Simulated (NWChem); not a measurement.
# CH4F2GaN; SMILES [Ga]([NH]C)([F])[F]

```xyz
9

Ga     0.0109    -0.3844    -0.0006
F      0.9790    -1.8407    -0.0036
F     -1.7241    -0.6112     0.0038
N      0.7373     1.2664     0.0198
C      0.0088     2.5296    -0.0106
H      1.7458     1.3464    -0.0060
H      0.2211     3.1039    -0.9230
H      0.2535     3.1580     0.8566
H     -1.0667     2.3325     0.0152
```
Atoms are numbered in this order, from 1.

Results from NWChem. Pople sets run with spherical d functions. The geometry was optimised at B3LYP/6-31G* (spherical d). Level MN15/6-31G*: energy and gradient on several grids; changes count from the extra-fine grid, which is no exact limit either.

Problem. Which is the coarsest grid (coarse; fine; medium; xcoarse; xfine) from which on the energy stays within 500 μHa and each gradient component within 500 μHa/bohr of xfine?

Solution. medium.
| grid | size of the energy change (μHa) | largest change of a gradient component (μHa/bohr) |
|---|---|---|
| xcoarse | 100000 | 7000 |
| coarse | 2000 | 400 |
| medium | 20 | 50 |
| fine | < 10 | < 30 |
| xfine | < 10 | < 30 |
